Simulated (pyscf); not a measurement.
H₃Si–Se–Sb(Cl)–Cl -> H₃Si–Cl + Cl–Sb=Se, gas phase, singlet surface. Structures and frequencies: ωB97X-D3(BJ)/def2-SVP in PySCF. ΔG in kcal/mol from ωB97M-D3(BJ)/def2-TZVP energies (ideal gas, 1 atm, RRHO with modes under 100 cm⁻¹ raised to 100, one conformer, R ln 2 for chiral ones without a mode under 150 cm⁻¹).

| T (K) | ΔG |
|---|---|
| 298 | +10.1 |
| 600 | ? |
| 900 | -11.2 |
| 1200 | -21.0 |

Q: Fit a line to the three values, predict ΔG at 600 K, and estimate where the reaction turns favourable at 1 atm of each gas.

A: Least squares gives ΔG = +20.3 − 34.6 × T/1000 K, so ΔS is about +145 J/(mol K) and ΔH about +20.3 kcal/mol over this range (ΔH at 298 K: +21.4). At 600 K the line gives -0.5; the computed value is -0.9. ΔG = 0 falls near 590 K; 1 kcal/mol in the energy moves that by 29 K. This is thermodynamics alone and says nothing of the barrier. Elements up to Kr have no core potential and no relativistic terms here. Elements past Kr carry the def2 core potentials, without spin-orbit coupling.
